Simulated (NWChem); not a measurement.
Si₂NH₇O; SMILES N[SiH2][SiH2]O

```xyz
11

N     -0.4723     2.4086     0.0248
Si     0.5839     1.0142    -0.0207
Si    -0.5285    -1.0709    -0.0055
O      0.4926    -2.4047    -0.0481
H     -1.0231     2.6140    -0.8016
H     -1.0304     2.5643     0.8572
H      1.4876     1.1009     1.1648
H      1.4151     1.1367    -1.2514
H     -1.3819    -1.2088    -1.2168
H     -1.4448    -1.1157     1.1808
H      1.1508    -2.4556     0.6587
```
Atoms are numbered in this order, from 1.

Results from NWChem. Pople sets run with spherical d functions. Coordinates come from a B3LYP/6-31G* (spherical d) optimisation. Level: B3LYP/6-31G* with SMD (1 M gas to 1 M solution), gas-phase geometry. Reactions with the solvent are ignored.

For solvent water:

```
Item                                         Result
-------------------------------------------  ------
solvation free energy (kcal/mol)               -5.9
cavity-dispersion-structure term (kcal/mol)     4.2
dipole in solution (D)                         2.07
```

Q: How do the values read with solvent toluene instead?

A: 
* **solvation free energy (kcal/mol)**: -3.8
* **cavity-dispersion-structure term (kcal/mol)**: 0.0
* **dipole in solution (D)**: 1.75
